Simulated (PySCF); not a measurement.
## Multinuclear NMR of C$_{8}$H$_{12}$OSi

Cartesian coordinates in Å; atom numbers follow the order of the lines, from 1:
```xyz
22

C     2.4984    1.8976    0.5350
C     2.0776    0.7171    0.0849
C     2.7367   -0.5525    0.3442
C     2.1227   -1.5968   -0.2129
O     0.9922   -1.3823   -0.9322
Si    0.6058    0.2378   -1.0053
C    -1.1294    0.5373   -0.3092
C    -2.2902   -0.2442   -0.9592
C    -2.8234   -0.5869    0.4375
C    -1.5073   -0.0903    1.0496
H     3.3869    1.9918    1.1411
H     1.9719    2.8094    0.3117
H     3.6313   -0.6346    0.9358
H     2.4228   -2.6313   -0.1570
H     0.7310    0.6400   -2.4076
H    -1.3466    1.6054   -0.3100
H    -2.9531    0.3357   -1.5985
H    -1.9528   -1.1219   -1.5060
H    -3.0666   -1.6332    0.6119
H    -3.6777    0.0249    0.7226
H    -1.5945    0.6022    1.8846
H    -0.8462   -0.9058    1.3381
```

All values are calculated (PySCF): PBE0/pcSseg-1 with gauge-including orbitals, coordinates at the GFN2-xTB level. No solvent model, one computed conformer, non-relativistic.

Question: Predict the ²⁹Si NMR data.

Answer: 
```csv
atoms,environment,σ (ppm),δ (ppm)
Si6,"silicon bonded to 2 C, O, H, in a 5-membered ring",350.8,-8.4
```

Shieldings were converted by a linear fit to measured shifts: ²⁹Si (scatter 8.9 ppm rms, 25.8 ppm with the 6 outliers that the fit left out vs TMS, solution or neat liquid). A few per cent of atoms miss by over 2 rms, more outside the fitted compound classes.

On a 500 MHz spectrometer ²⁹Si resonates near 99.3 MHz, so 1 ppm is 99.3 Hz.

Question: Where does ¹⁷O resonate?

Answer: 
```tsv
atoms	environment	σ (ppm)	δ (ppm)
O5	oxygen bonded to C, Si, in a 5-membered ring	213.8	71.9
```

Shieldings were converted by a linear fit to measured shifts: ¹⁷O (scatter 10.7 ppm rms, 12.2 ppm with the 3 outliers that the fit left out vs liquid water, solution or neat liquid). Occasional misses reach two or three times the rms, and more in compound classes unlike the fitted ones.

On a 500 MHz spectrometer ¹⁷O resonates near 67.8 MHz, so 1 ppm is 67.8 Hz.
